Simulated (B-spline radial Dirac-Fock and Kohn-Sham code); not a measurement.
Scattering functions of Pt¹⁶⁺

System: Pt¹⁶⁺, configuration [Kr] 4d10 4f14 5s2.

These are calculated numbers from a radial atomic solver; the model is Dirac-Fock orbitals of the configuration average with a finite nucleus. f₀ is the Fourier transform of the spherical electron density, S the Waller-Hartree incoherent function, and s = sin θ/λ.

```
s (Å⁻¹)      f₀       S
      0  62.000   0.000
    0.1  61.232   0.721
   0.11  61.073   0.867
   0.13  60.712   1.195
   0.16  60.069   1.766
   0.19  59.309   2.418
   0.22  58.442   3.137
   0.26  57.135   4.171
   0.31  55.296   5.536
   0.37  52.852   7.214
   0.44  49.787   9.152
   0.52  46.156  11.296
   0.61  42.101  13.618
   0.72  37.418  16.353
   0.86  32.155  19.669
   1.01  27.516  22.950
    1.2  23.060  26.665
   1.42  19.507  30.481
   1.68  16.801  34.501
   1.98  14.722  38.473
   2.35  12.692  42.323
   2.78  10.544  45.605
   3.29   8.364  48.446
```

f₀ starts at the number of electrons, 62, and has fallen to half at s ≈ 0.90 Å⁻¹. The sum of ⟨r²⟩ over the electrons is 10.54 bohr².
